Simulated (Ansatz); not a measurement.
`C[NH][Zr]([Cl])([Cl])[O]C`, relaxed with RKS PBE0-D4/def2-TZVP in Ansatz from a GFN2-xTB geometry. The force threshold is 0.005 eV/Å; the program also tests the step.

The species carries charge 0 and has multiplicity 1. Zr takes the def2 core potential.

Start:

```xyz
14

C     0.286   -1.168   -1.515
N    -0.499    0.047   -1.744
Zr   -1.050    0.933   -0.038
Cl   -2.307    2.810   -0.423
Cl   -2.309   -0.523    1.204
O     0.475    1.269    0.972
C     0.912    0.326    1.914
H     0.305   -1.794   -2.418
H    -0.195   -1.752   -0.712
H     1.335   -0.947   -1.235
H    -0.064    0.575   -2.516
H     1.939    0.569    2.219
H     0.266    0.349    2.809
H     0.903   -0.694    1.481
```

How much energy does the relaxation release, and in how many steps? (Estimate.)

Computed: 0.73 eV, in 37 steps, 5 of them rejected.

Which bonds change most? (Estimate.)

Computed: Zr3–Cl5 from 2.291 to 2.373 Å; Zr3–Cl4 from 2.292 to 2.373 Å; Zr3–O6 from 1.860 to 1.887 Å; N2–H11 from 1.032 to 1.016 Å.

Give the relaxed structure. (An estimate is asked.)

The calculation gave: 
```xyz
14

C     0.494   -1.124   -1.882
N    -0.618   -0.229   -1.634
Zr   -1.174    0.826   -0.026
Cl   -1.200    3.131   -0.591
Cl   -3.341    0.127    0.640
O     0.123    0.440    1.289
C     0.959    0.298    2.396
H     0.157   -2.135   -2.135
H     1.115   -1.198   -0.987
H     1.133   -0.765   -2.697
H    -1.209   -0.145   -2.455
H     1.407    1.261    2.659
H     0.392   -0.076    3.253
H     1.760   -0.412    2.169
```
